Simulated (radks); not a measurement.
Values are calculated unless marked as measured or tabulated.
Species: Be. Configuration: [He] 2s1 5d1 (not the ground configuration). Code: a radial shooting solver on a logarithmic mesh with Libxc functionals. Model: scalar-relativistic Kohn-Sham, r2SCAN, spin-polarised, spherical densities, finite nucleus; open shells are filled with parallel spins first; meta-GGA in the generalised Kohn-Sham scheme; Fermi nuclear charge, rms radius 2.519 fm.

Normalised radial functions P(r) = r R(r), r in bohr:

```
   r/bohr * 1s up, o 1s down, + 2s up (the largest magnitude, 1.39, reaches the edge; | marks zero, & curves that meet)
  0.02552                             | +    &
  0.03376                             | +     &
  0.04503                             | +        &
  0.05958                             |  +         &
  0.07884                             |   +           o*
   0.1051                             |   +               &
   0.1391                             |    +                 &
   0.1856                             |     +                   &
   0.2455                             |    +                     &
   0.3275                             |    +                    &
   0.4333                             |  +                    &
   0.5779                             +                  &
   0.7646                          +  |            &
     1.02                     +       |      &
    1.349                 +           |  &
      1.8               +             |&
    2.381                 +           &
    3.151                    +        &
    4.202                        +    &
     5.56                           + &
    7.416                             &
    9.812                             &
    13.09                             &
    17.32                             &
    23.09                             &
    30.56                             &
    40.76                             &
    53.93                             &
    71.92                             &
    95.16                             &
```

1s up: eigenvalue -118.88 eV, 0 radial nodes, <r> = 0.417 bohr, 90 % of the charge inside 0.750 bohr. 1s down: eigenvalue -118.49 eV, 0 radial nodes, <r> = 0.418 bohr, 90 % of the charge inside 0.753 bohr. 2s up: eigenvalue -13.426 eV, 1 radial node at r = 0.589 bohr, <r> = 2.27 bohr, 90 % of the charge inside 3.50 bohr.
